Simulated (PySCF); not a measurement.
C₂BrClF₂. Atoms are numbered in the order given.

```xyz
6

F      1.1512     2.2554     0.0000
C      0.2942     1.2412     0.0000
Cl    -1.3557     1.6963     0.0000
C      0.7440    -0.0260     0.0000
F      2.0513    -0.2647     0.0000
Br    -0.3430    -1.5441     0.0000
```
Charge 0, spin multiplicity 1.

Geometry: TPSSh-D3(BJ)/def2-SVP.

Computed with PBE/def2-TZVP (PySCF).

The molecule is in vacuum.

```yaml
total_energy: -3309.48969 hartree
point_group: Cs
highest_occupied_level: -6.08 eV
lowest_empty_level: -1.60 eV
orbital_gap: 4.47 eV
dipole_moment: 0.83 D
quadrupole, principal values (traceless, Buckingham form, about the centre of nuclear charge): -0.27, -0.13, 0.40 D·Å
mean_static_polarisability: 57.5 bohr³ (8.52 Å³)
polarisability_principal_values: 36.7, 60.1, 75.6 bohr³
```
